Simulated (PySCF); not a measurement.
Partial charges of `CC(C)(C)C1=C[SiH2][C@@H]1Cl`

Compound: C₇H₁₃ClSi.
Structure used (GFN2-xTB), in Å, numbered top down from 1:
```xyz
22
C7H13ClSi angstrom
C     -1.563   -0.553    1.245
C     -0.848    0.144    0.082
C     -1.491   -0.285   -1.240
C     -0.980    1.666    0.246
C      0.612   -0.204    0.091
C      1.431   -0.499    1.116
Si     2.988   -0.690    0.080
C      1.512   -0.291   -1.116
Cl     1.633    1.240   -2.041
H     -1.186   -0.198    2.201
H     -1.417   -1.630    1.193
H     -2.630   -0.346    1.203
H     -1.390   -1.359   -1.384
H     -2.550   -0.036   -1.237
H     -1.025    0.226   -2.079
H     -0.502    1.990    1.169
H     -2.030    1.948    0.278
H     -0.506    2.182   -0.585
H      1.163   -0.585    2.156
H      3.569   -2.022   -0.083
H      3.997    0.360    0.146
H      1.202   -1.040   -1.843
```

Density: PBE0/pcSseg-1 (PySCF); schemes: Mulliken, IAO, Hirshfeld and ESP-fitted. Isolated species at its GFN2-xTB geometry, gas phase.

Atoms with like bonding are taken together and averaged. Which atoms carry the lowest charge in the Mulliken, IAO, Hirshfeld and ESP-fitted schemes?

The schemes don't all agree: Mulliken C2 (-0.571); IAO C6 (-0.437); Hirshfeld C6 (-0.145); ESP-fitted C1/C3/C4 (-0.551).

For which atoms does the sign change between the 4 schemes (beyond +0.03 e in one, beyond −0.03 e in another)?

C2. Atomic charges aren't observables, and each scheme defines them in its own way.

Which atoms carry the highest charge in the Mulliken, IAO, Hirshfeld and ESP-fitted schemes?

The schemes don't all agree: Mulliken Si7 (+0.738); IAO Si7 (+0.758); Hirshfeld Si7 (+0.338); ESP-fitted C2 (+0.659).

What partial charge does each atom carry?

In e; atoms taken as equivalent share a row and are averaged (×n: the atom named and its like, n in all):

```json
{"atom": "C1/C3/C4", "environment": "methyl carbon", "Mulliken": "-0.141", "IAO": "-0.413", "Hirshfeld": "-0.120", "ESP-fitted": "-0.551"}
{"atom": "C2", "environment": "allylic carbon", "Mulliken": "-0.571", "IAO": "+0.040", "Hirshfeld": "+0.026", "ESP-fitted": "+0.659"}
{"atom": "C5", "environment": "fully substituted alkene carbon", "Mulliken": "-0.001", "IAO": "+0.044", "Hirshfeld": "+0.023", "ESP-fitted": "+0.080"}
{"atom": "C6", "environment": "alkene CH carbon", "Mulliken": "-0.296", "IAO": "-0.437", "Hirshfeld": "-0.145", "ESP-fitted": "-0.475"}
{"atom": "Si7", "environment": "SiH2 silicon", "Mulliken": "+0.738", "IAO": "+0.758", "Hirshfeld": "+0.338", "ESP-fitted": "+0.625"}
{"atom": "C8", "environment": "sp3 C–Cl carbon", "Mulliken": "-0.431", "IAO": "-0.363", "Hirshfeld": "-0.086", "ESP-fitted": "-0.476"}
{"atom": "Cl9", "environment": "alkyl chlorine", "Mulliken": "-0.133", "IAO": "-0.125", "Hirshfeld": "-0.062", "ESP-fitted": "-0.125"}
{"atom": "H10 (×9)", "environment": "methyl hydrogen", "Mulliken": "+0.114", "IAO": "+0.139", "Hirshfeld": "+0.036", "ESP-fitted": "+0.131"}
{"atom": "H19", "environment": "vinylic hydrogen", "Mulliken": "+0.069", "IAO": "+0.146", "Hirshfeld": "+0.041", "ESP-fitted": "+0.181"}
{"atom": "H20", "environment": "Si–H hydrogen", "Mulliken": "-0.087", "IAO": "-0.122", "Hirshfeld": "-0.072", "ESP-fitted": "-0.122"}
{"atom": "H21", "environment": "Si–H hydrogen", "Mulliken": "-0.069", "IAO": "-0.111", "Hirshfeld": "-0.068", "ESP-fitted": "-0.100"}
{"atom": "H22", "environment": "methine hydrogen", "Mulliken": "+0.177", "IAO": "+0.158", "Hirshfeld": "+0.038", "ESP-fitted": "+0.223"}
```

Mean size of the charges over all atoms: ESP-fitted 0.268 e, IAO 0.218 e, Mulliken 0.183 e, Hirshfeld 0.072 e. Each set sums to the total charge, 0, to within 0.001 e. The Mulliken scheme counts on each atom the diagonal of the density matrix times the overlap matrix over that atom's basis functions.

Some averages cover members that differ in this geometry: C1/C3/C4, ESP-fitted -0.584 to -0.516; H10 (×9), ESP-fitted +0.118 to +0.147 e.

Sum the charges by element, for elements with more than one atom.

```tsv
element	atoms	Mulliken	IAO	Hirshfeld	ESP-fitted
C	7	-1.722	-1.955	-0.542	-1.864
H	13	+1.116	+1.323	+0.266	+1.364
```

How many electrons does the IAO scheme count on Si7?

Z − q = 14 − (+0.758) = 13.242.

How closely do the schemes follow one another over all atoms?

Correlation coefficient and root-mean-square difference: IAO with Hirshfeld 0.97, 0.182 e; IAO with ESP-fitted 0.90, 0.148 e; Hirshfeld with ESP-fitted 0.85, 0.257 e; Mulliken with IAO 0.80, 0.170 e; Mulliken with Hirshfeld 0.79, 0.184 e; Mulliken with ESP-fitted 0.48, 0.309 e.
